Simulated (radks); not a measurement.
Valence configurations of Eu+ (all share [Xe]). Calculated with a radial shooting solver on a logarithmic mesh with Libxc functionals: Dirac Kohn-Sham, BLYP, spin-unpolarised, spherical densities, finite nucleus; open shells fill j = l - 1/2 first; Fermi nuclear charge, rms radius 5.1115 fm. Energies are relative to 4f7 6s1; eigenvalues in eV.

| valence | E (eV) | e(4f5/2) | e(4f7/2) | e(5d3/2) | e(6p1/2) | e(6s1/2) |
|---|---|---|---|---|---|---|
| 4f7 6s1 | 0.000 | -8.876 | -8.262 | - | - | -8.555 |
| 4f7.5 6s0.5 | 0.778 | -5.771 | -5.187 | - | - | -7.890 |
| 4f7 5d1 | 1.573 | -7.171 | -6.560 | -6.069 | - | - |
| 4f8 | 2.570 | -3.612 | -3.058 | - | - | - |
| 4f6 5d1 6s1 | 3.124 | -14.514 | - | -8.484 | - | -9.124 |
| 4f6.5 5d0.5 6s1 | 1.024 | -11.557 | -10.915 | -7.836 | - | -8.852 |
| 4f7 6s0.5 6p0.5 | 1.505 | -9.413 | -8.799 | - | -5.839 | -8.874 |
| 4f5.5 6s0.5 6p2 | 14.788 | -23.513 | - | - | -7.857 | -11.733 |
| 4f6 6s1 6p1 | 6.303 | -17.904 | - | - | -6.989 | -10.536 |
| 4f7 5d0.5 6s0.5 | 0.736 | -7.975 | -7.362 | -6.601 | - | -8.180 |

NIST lists [Xe] 4f7 6s1 as the ground configuration; this level of theory agrees among the configurations tried. The energies are those of spherical spin-averaged densities, not of single terms.
